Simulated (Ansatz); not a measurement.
`[SiH3]NBS`. The species carries charge 0 and has multiplicity 1.

```xyz
10

Si   -1.5801    0.5138   -0.4006
N    -0.2336   -0.5313   -0.0464
B     1.0720   -0.1183    0.2673
S     2.3589   -1.3479    0.6089
H    -2.6889    0.2808    0.5623
H    -1.0978    1.9098   -0.2992
H    -2.1036    0.2485   -1.7668
H    -0.4136   -1.5265   -0.0713
H     1.3380    1.0448    0.3099
H     3.3486   -0.4737    0.8359
```

(1) Give the diagnostics of a CCSD(T)/def2-TZVPP run (frozen core, Ansatz). (Best estimate.)

## Answers

(1) Computed: T1 = 0.0125, largest single amplitude 0.027, largest double 0.025, (T) share of the correlation energy 3.9 %, 9 CCSD cycles. The RHF solution is stable towards an unrestricted one. T1 lies under the customary mark of 0.02 for closed shells.
